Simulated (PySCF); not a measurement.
## Simulated absorption spectrum

Compound: GeH6OSeSi.
SMILES with atom numbers: `[GeH3:1][O:2][SiH2:3][SeH:4]` (hydrogens: H5, H6, H7 on Ge1; H8, H9 on Si3; H10 on Se4)

Method used: TDDFT CAM-B3LYP/def2-SVPD, vertical, gas phase, core orbitals frozen in the response (PySCF 2.14.0, density-fitted response routines). Isolated species at its PBE0-D3(BJ)/def2-SVP geometry (one conformer only). Relativistic effects, spin–orbit coupling among them, are left out although an element past zinc is present. Torsions of this conformer, `[GeH3:1][O:2][SiH2:3][SeH:4]`: Ge1–O2–Si3–Se4 -33°, H–Se4–Si3–O2 -68°.

Computed states:

```json
{"state": "S1", "E (eV)": "5.45", "f": "0.0080"}
{"state": "S2", "E (eV)": "6.06", "f": "0.045"}
{"state": "S3", "E (eV)": "6.46", "f": "0.036"}
{"state": "S4", "E (eV)": "7.11", "f": "0.0040"}
{"state": "S5", "E (eV)": "7.15", "f": "0.010"}
{"state": "S6", "E (eV)": "7.21", "f": "0.013"}
{"state": "S7", "E (eV)": "7.39", "f": "0.025"}
{"state": "S8", "E (eV)": "7.39", "f": "0.065"}
{"state": "S9", "E (eV)": "7.51", "f": "0.035"}
{"state": "S10", "E (eV)": "7.55", "f": "0.044"}
```

Broadening: Gaussians 0.25 eV wide at half height, area fixed by f = 4.319×10⁻⁹ ∫ε dν̃. The width is an assumption, not a result. The curve ends short of the highest state used, and states not computed would add to its high-energy end.

Question: What does the envelope look like, and where are its maxima?

Answer: 
λ (nm), ε (L mol⁻¹ cm⁻¹) and a bar:
```
    178.3        418 ###
    179.5        173 #
    180.7         64 
    181.9         31 
    183.1         53 
    184.3        153 #
    185.5        397 ##
    186.7        866 #####
    187.9       1593 ##########
    189.1       2487 ###############
    190.3       3314 #####################
    191.5       3793 ########################
    192.7       3754 #######################
    193.9       3242 ####################
    195.1       2495 ################
    196.3       1817 ###########
    197.5       1455 #########
    198.7       1540 ##########
    199.9       2070 #############
    201.1       2914 ##################
    202.3       3832 ########################
    203.5       4542 ############################
    204.7       4815 ##############################
    205.9       4569 ############################
    207.1       3893 ########################
    208.3       2989 ###################
    209.5       2075 #############
    210.7       1307 ########
    211.9        750 #####
    213.1        395 ##
    214.3        194 #
    215.5         98 #
    216.7         66 
    217.9         79 
    219.1        129 #
    220.3        212 #
    221.5        328 ##
    222.7        468 ###
    223.9        614 ####
    225.1        744 #####
    226.3        833 #####
    227.5        865 #####
    228.7        835 #####
    229.9        750 #####
    231.1        630 ####
    232.3        494 ###
    233.5        364 ##
    234.7        251 ##
    235.9        163 #
    237.1        100 #
    238.3         58 
    239.5         32 
    240.7         17 
    241.9          8 
    243.1          4 
    244.3          2
```

Maxima: 228 nm (5.45 eV), ε about 870, made up of S1 (100%); 205 nm (6.06 eV), ε about 4800, made up of S2 (100%); 192 nm (6.46 eV), ε about 3800, made up of S3 (100%) (ε in L mol⁻¹ cm⁻¹; maxima over ε = 5, shares over 10%). At its high-energy end, 6.95 eV, the curve is still rising (ε about 390, from S4, S5 and S6).

Question: Coming from long wavelengths, where does ε first pass 100 L mol⁻¹ cm⁻¹?

Answer: At about 237 nm (5.23 eV), 0.22 eV below S1.

Question: What would ε be at 6.06 eV, the highest of these maxima, with half the width (0.125 eV)?

Answer: About 9590 L mol⁻¹ cm⁻¹ against 4810, a factor of about 1.99; a lone state at its own centre would give exactly 2.

Question: On this curve, what absorbance would a 10⁻⁵ mol/L sample give at 193 nm over a 1 cm path?

Answer: 193 nm is 6.424 eV, where ε is about 3700 L mol⁻¹ cm⁻¹, so A = ε c l ≈ 0.037 (Beer–Lambert, with the gas-phase spectrum and the assumed width).

The vertical ionisation energy (ΔSCF) is 9.40 eV, 1.85 eV above S10.
